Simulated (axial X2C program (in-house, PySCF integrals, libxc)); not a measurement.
**TcTe⁺: from the spin-free to the two-component result**

All values were computed with an axial X2C code built on PySCF integrals. Spin-free means the one-electron spin-free X2C Hamiltonian; two-component (2c) means X2C with spin–orbit coupling and atomic mean-field two-electron Coulomb and Gaunt terms, so the difference of the two also holds small scalar two-electron terms. Basis: Te dyall-cv3z [11s12p8d4f1g], Tc dyall-cv3z [12s12p8d5f3g] (cores contracted in-house); Gaussian nuclei, density fitting, unrestricted open shells. Masses: Te 129.906 u, Tc 98.907 u.

Spin-free state: M_S = 2, Λ = 1 (beyond evenly filled blocks: σα, π+α, δ+α, δ-α); fragments Te + Tc+.

```csv
level,Re (Å),ωe (cm⁻¹),De (eV),μ (D)
PBE0,2.482,238.5,2.571,4.99
BLYP,2.465,255.8,3.456,3.80
```

Dipoles are positive if Tc is the positive end and refer to the centre of mass.

Two-component determinant lowest at the distance of the search:

Ω = 1 (⟨Sz⟩ = 2.00, ⟨Lz⟩ = -1.00 at PBE0); fragments Te + Tc+.

```tsv
level	Re (Å)	ωe (cm⁻¹)	De (eV)	μ (D)
PBE0	2.490	236.9	2.570	4.90
BLYP	2.477	248.7	3.364	3.73
```

**Question.** From the two tables, how do the constants change at the PBE0 level (2c against spin-free)?

**Answer.** At the PBE0 level Re increases by 0.008 Å and ωe goes down by 1.6 cm⁻¹; De changes by -0.001 eV.

The state is a single determinant with fixed occupations, the lowest that a limited PBE0 search found. De is counted from the lowest determinant-based energies of the atoms at the same level, without counterpoise correction. Density functionals use the spin component along the axis (collinear). PBE0 can misorder states that lie within some tenths of an eV, so this need not be the ground state of the molecule. The nearest other spin-free determinant of the search, M_S = 1, Λ = 0, lies 0.81 eV up at the distance of the search. The functionals have no current-density term, which raises determinants with orbital currents, atoms included. With several unpaired electrons one determinant need not be a pure state. Open-shell Ω = 0 determinants with evenly filled partner blocks cannot be reached by this program, so the Ω shown need not be the lowest component. The determinant is spin-polarised beyond a pure state at some levels (its spin-free form has ⟨S²⟩ too high), which makes Re and μ there less reliable.
